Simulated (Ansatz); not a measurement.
Ansatz (an electronic-structure program) input:

Ansatz 0.2 input:
```yaml
crystal:
  periodic: [false, false, false]
  atoms:
    - {symbol: Ti, position_ang: [0.05778449, -0.02281639, -0.01530424]}
    - {symbol: O, position_ang: [1.56338474, -0.61730750, -0.41406301]}
    - {symbol: F, position_ang: [-0.65315355, -0.40418289, 1.67996416]}
    - {symbol: F, position_ang: [-0.87777274, 1.00867407, -1.27449778]}
basis:
  gaussian:
    orbitals: def2-TZVP
hamiltonian:
  xc: b3lyp
  dispersion: d3bj
total_charge: -1
magnetization: {spin_polarized: true, initial_magnetization: 1}
phonons: {temperatures: {t_min: 298.15, t_max: 298.15, t_step: 100}}
```

Predict the final energy.

-1124.77636 Eh (B3LYP-D3(BJ)/def2-TZVP). The basis has 138 functions.

The spin state was set by rule; other spins were not relaxed.
